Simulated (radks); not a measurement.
Results of a calculation; reference values are marked as such.
All-electron atom: the tellurium ion Te4+ in [Kr] 4d10 5s2. Level of theory: Dirac Kohn-Sham, BLYP, spin-unpolarised, spherical densities, finite nucleus; Fermi nuclear charge, rms radius 4.7423 fm (a radial shooting solver on a logarithmic mesh with Libxc functionals).

Normalised radial functions P(r) = r R(r) (large component), r in bohr:

r	4d3/2	5s1/2
0.002218	0.0000	0.0481
0.003362	0.0001	0.0662
0.005097	0.0003	0.0879
0.007726	0.0010	0.1098
0.01162	0.0029	0.1237
0.01761	0.0085	0.1148
0.0267	0.0242	0.0617
0.04047	0.0650	-0.0461
0.06135	0.1577	-0.1695
0.093	0.3276	-0.1865
0.141	0.5358	0.0185
0.2137	0.5845	0.2820
0.324	0.1885	0.1455
0.4911	-0.5920	-0.3530
0.7385	-1.1043	-0.3345
1.119	-0.9086	0.4187
1.697	-0.3935	0.8675
2.572	-0.0794	0.5264
3.9	-0.0053	0.1092
5.911	-0.0001	0.0052

4d3/2: eigenvalue -85.204 eV, 1 radial node at r = 0.362 bohr, <r> = 0.954 bohr, 90 % of the charge inside 1.46 bohr. 5s1/2: eigenvalue -53.330 eV, 4 radial nodes at r = 0.0346, 0.137, 0.368, 0.908 bohr, <r> = 1.87 bohr, 90 % of the charge inside 2.68 bohr.
